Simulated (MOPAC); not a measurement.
MOPAC input (PM6):

```
PM6 FORCE THERMO(298,298) PRECISE LET GEO-OK AUX(PRECISION=9) THREADS=1
O2Sn

Sn   -0.00000000 1   -0.00000000 1    0.00000027 1
O     0.00000000 1    0.00000000 1   -1.65146787 1
O    -0.00000000 1    0.00000000 1    1.65146715 1
```

Output:

```
 *******************************************************************************
 **                                                                           **
 **                              MOPAC v23.2.5                                **
 **                                                                           **
 *******************************************************************************
 ** MOPAC's Digital Object Identifier: https://doi.org/10.5281/zenodo.6511958 **
 **                                                                           **
 ** Please cite the open-source release paper for use of this MOPAC version:  **
 ** J. E. Moussa and J. J. P. Stewart (2026)                                  **
 ** MOPAC: An open-source semiempirical molecular orbital program             **
 ** J. Open Source Softw., 11(119), 8025, https://doi.org/10.21105/joss.08025 **
 *******************************************************************************

                              PM6 CALCULATION RESULTS

 *******************************************************************************
 *  PM6        - The PM6 Hamiltonian to be used
 *  GEO-OK     - OVERRIDE INTERATOMIC DISTANCE AND OTHER SAFETY CHECKS
 *  LET        - OVERRIDE SOME SAFETY CHECKS
 *  PRECISE    - TIGHTER CRITERIA TO BE USED
 *  FORCE      - FORCE CALCULATION SPECIFIED
 *  AUX        - OUTPUT AUXILIARY INFORMATION
 *  THERMO     - THERMODYNAMIC QUANTITIES TO BE CALCULATED
 *******************************************************************************
PM6 FORCE THERMO(298,298) PRECISE LET GEO-OK AUX(PRECISION=9) THREADS=1
 O2Sn

   ATOM   CHEMICAL          X               Y               Z
  NUMBER   SYMBOL      (ANGSTROMS)     (ANGSTROMS)     (ANGSTROMS)

     1      Sn         -0.00000000  *  -0.00000000  *   0.00000027  *
     2       O          0.00000000  *   0.00000000  *  -1.65146787  *
     3       O         -0.00000000  *   0.00000000  *   1.65146715  *

          CARTESIAN COORDINATES

    NO.       ATOM           X           Y           Z

     1        Sn         -0.0000     -0.0000      0.0000
     2         O          0.0000      0.0000     -1.6515
     3         O         -0.0000      0.0000      1.6515

 General Reference for PM6:
 "Optimization of Parameters for Semiempirical Methods V: Modification of NDDO Approximations
 and Application to 70 Elements", J. J. P. Stewart, J. Mol. Mod., 13, 1173-1213 (2007)
 URL: https://link.springer.com/article/10.1007/s00894-007-0233-4

           Empirical Formula: O2 Sn  =     3 atoms

      MOLECULAR POINT GROUP   :   D*h

      RHF CALCULATION, NO. OF DOUBLY OCCUPIED LEVELS = 8

          HEAT OF FORMATION =      -5.420057 KCALS/MOLE

          CARTESIAN COORDINATE DERIVATIVES

   NUMBER  ATOM         X            Y            Z

     1      Sn     -0.001436    -0.000001     0.000000
     2       O     -0.003430     0.000000     0.000000
     3       O      0.004866     0.000000     0.000000

 DIPOLE           X         Y         Z       TOTAL
 POINT-CHG.    -0.000    -0.000     0.000     0.000
 HYBRID        -0.000    -0.000     0.000     0.000
 SUM           -0.000    -0.000     0.000     0.000

          GRADIENT NORM =   0.00612

          MOLECULAR WEIGHT =  150.69

          ROTATIONAL CONSTANTS IN CM(-1)

          A =    0.00000000   B =    0.19316246   C =    0.19316246

           PRINCIPAL MOMENTS OF INERTIA IN UNITS OF 10**(-40)*GRAM-CM**2

          A =        0.0000   B =      144.9182   C =      144.9182

          ORIENTATION OF MOLECULE IN FORCE CALCULATION

    NO.       ATOM         X         Y         Z

     1         Sn      -0.0000   -0.0000    0.0000
     2          O       1.6515   -0.0000    0.0000
     3          O      -1.6515    0.0000   -0.0000

    FIRST DERIVATIVES WILL BE USED IN THE CALCULATION OF SECOND DERIVATIVES

    FOR POINT-GROUP D*h  THERE ARE 120 UNIQUE SYMMETRY FUNCTIONS.


(To convert to Hartree/Bohr^2, multiply by (10^(-21) x N x a0^2)/(4.184 x 627.51) =  0.0642)

           FORCE MATRIX IN MILLIDYNES/ANGSTROM

                 Sn  1       O  2       O  3
 ------------------------------------------
    Sn    1  15.847766
     O    2   7.924635   8.100562
     O    3   7.923933   0.227752   8.100562

          HEAT OF FORMATION =      -5.420057 KCALS/MOLE

          ZERO POINT ENERGY       3.285 KCAL/MOL

           NORMAL COORDINATE ANALYSIS (Total motion = 1 Angstrom)

   Root No.       1         2         3         4

                 1 Piu     1 Piu     1 Sig     1 Siu

                 164.0     164.0     937.0    1032.8

           1   -0.0000    0.0000   -0.0000   -0.1188
           2   -0.1188    0.0026   -0.0000    0.0000
           3   -0.0026   -0.1188   -0.0000   -0.0000
           4    0.0000   -0.0000    0.5000    0.4406
           5    0.4405   -0.0098   -0.0000    0.0000
           6    0.0098    0.4405    0.0000    0.0000
           7    0.0000   -0.0000   -0.5000    0.4406
           8    0.4405   -0.0098    0.0000   -0.0000
           9    0.0098    0.4405   -0.0000    0.0000

           MASS-WEIGHTED COORDINATE ANALYSIS (NORMAL COORDINATES)

   Root No.       1         2         3         4

                 1 Piu     1 Piu     1 Sig     1 Siu

                 164.0     164.0     937.0    1032.8

           1   -0.0000    0.0000   -0.0000   -0.4608
           2   -0.4607    0.0119   -0.0000    0.0000
           3   -0.0119   -0.4607   -0.0000   -0.0000
           4    0.0000   -0.0000    0.7071    0.6276
           5    0.6273   -0.0162   -0.0000    0.0000
           6    0.0162    0.6273    0.0000    0.0000
           7    0.0000   -0.0000   -0.7071    0.6276
           8    0.6273   -0.0162    0.0000   -0.0000
           9    0.0162    0.6273   -0.0000    0.0000

          DESCRIPTION OF VIBRATIONS

 VIBRATION          2    1Piu        ATOM PAIR     ENERGY CONTRIBUTION    RADIAL
 FREQUENCY           164.02         Sn1 -- O 3         +50.0% ( 60.6%)      0.0%
 TRANSITION DIPOLE   4.0831         Sn1 -- O 2         +50.0% ( 60.6%)      0.0%
 TRAVEL (Ang.)       0.1996
 REDUCED MASS       10.3150
 EFFECTIVE MASS     29.8552
 FORCE CONSTANT      0.1635

 VIBRATION          3    1Sig        ATOM PAIR     ENERGY CONTRIBUTION    RADIAL
 FREQUENCY           937.05         Sn1 -- O 2         +50.0% ( 69.9%)    100.0%
 TRANSITION DIPOLE   0.0000         Sn1 -- O 3         +50.0% ( 69.9%)    100.0%
 TRAVEL (Ang.)       0.0948
 REDUCED MASS        7.9997
 EFFECTIVE MASS     15.9994
 FORCE CONSTANT      4.1385

 VIBRATION          4    1Siu        ATOM PAIR     ENERGY CONTRIBUTION    RADIAL
 FREQUENCY          1032.76         Sn1 -- O 3         +50.0% ( 72.8%)    100.0%
 TRANSITION DIPOLE   4.7467         Sn1 -- O 2         +50.0% ( 72.8%)    100.0%
 TRAVEL (Ang.)       0.0796
 REDUCED MASS       10.3150
 EFFECTIVE MASS     29.8552
 FORCE CONSTANT      6.4821

      SYMMETRY NUMBER FOR POINT-GROUP D*h =  2

          SYSTEM IS A GROUND STATE

 O2Sn

          MOLECULE IS LINEAR

          THERE ARE  4 GENUINE VIBRATIONS IN THIS SYSTEM
          THIS THERMODYNAMICS CALCULATION IS LIMITED TO
          MOLECULES WHICH HAVE NO INTERNAL ROTATIONS

                    CALCULATED THERMODYNAMIC PROPERTIES
                                          *
   TEMP. (K)   PARTITION FUNCTION   H.O.F.    ENTHALPY  HEAT CAPACITY ENTROPY
                                   KCAL/MOL   CAL/MOLE    CAL/K/MOL  CAL/K/MOL

 298.00  VIB.     0.3402D+01                   826.3550     4.5660     5.2059
         ROT.     0.5361D+03                   592.1869     1.9872    14.4755
         INT.     0.1824D+04                  1418.5418     6.5532    19.6815
         TRA.     0.1788D+28                  1480.4672     4.9680    40.9380
         TOT.                       -5.420    2899.0090    11.5212    60.6195

   *: NOTE: HEATS OF FORMATION ARE RELATIVE TO THE
            ELEMENTS IN THEIR STANDARD STATE AT 298K
              (=  Standard Enthalpy of Formation).

            Hvib:  Zero-point energy is not included.
                   frequencies of less than zero cm-1 are not included.
            Hrot = (3/2)RT
            Htra = (3/2)RT + pV = (5/2)RT

            Heat capacity is Cp, not Cv

          For more information, see: HTTP://OpenMOPAC.net/Manual/thermochemistry.html

           FORCE CONSTANT IN CARTESIAN COORDINATES (Millidynes/A)

    ATOM   CHEMICAL       X               Y               Z
   NUMBER   SYMBOL  FORCE CONSTANT  FORCE CONSTANT  FORCE CONSTANT

      1      Sn       15.838495        0.399494        0.399494
      2       O        8.098169        0.100102        0.100102
      3       O        8.098169        0.100102        0.100102

 **********************
 *                    *
 * JOB ENDED NORMALLY *
 *                    *
 **********************

 == MOPAC DONE ==
```
